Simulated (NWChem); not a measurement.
Species: CH2NO cation; SMILES N=C=[OH+]

```xyz
5

N     -0.0302     1.1896     0.0000
C     -0.0170     0.0422     0.0000
O     -0.1198    -1.1882     0.0000
H     -0.0388     2.2064     0.0000
H      0.7020    -1.7252     0.0000
```
Atoms are numbered in this order, from 1.

Results from NWChem. Pople sets run with spherical d functions. STO-3G and 3-21G are far too small for this property and stand as cheap habits. Structure relaxed at the PBE0/def2-SVP level. GIAO values for the isolated, static molecule; σ is the absolute isotropic shielding, δ = σ(reference) − σ with the isolated reference molecule computed at the same levels (13C: tetramethylsilane, 1H: tetramethylsilane, 15N: ammonia, 17O: water).

| level | δ N1 (ppm) | δ C2 (ppm) | δ O3 (ppm) | δ H4 (ppm) | δ H5 (ppm) |
|---|---|---|---|---|---|
| Hartree-Fock/STO-3G | 57.6 | 83.0 | 0.8 | 8.69 | 7.68 |
| KT2/pcSseg-1 | 83.0 | 93.8 | 52.5 | 6.28 | 7.14 |
| B3LYP/6-31G* | … | … | … | … | … |
| PBE0/pcSseg-2 | 88.0 | 101.8 | 44.5 | 6.30 | 7.34 |
| PBE0/pcSseg-1 | 91.7 | 101.3 | 53.5 | 6.29 | 7.32 |

Question: What belongs in the gaps?

Answer: 
- B3LYP/6-31G*, δ N1 (ppm): 66.3
- B3LYP/6-31G*, δ C2 (ppm): 83.8
- B3LYP/6-31G*, δ O3 (ppm): 29.4
- B3LYP/6-31G*, δ H4 (ppm): 6.18
- B3LYP/6-31G*, δ H5 (ppm): 6.68
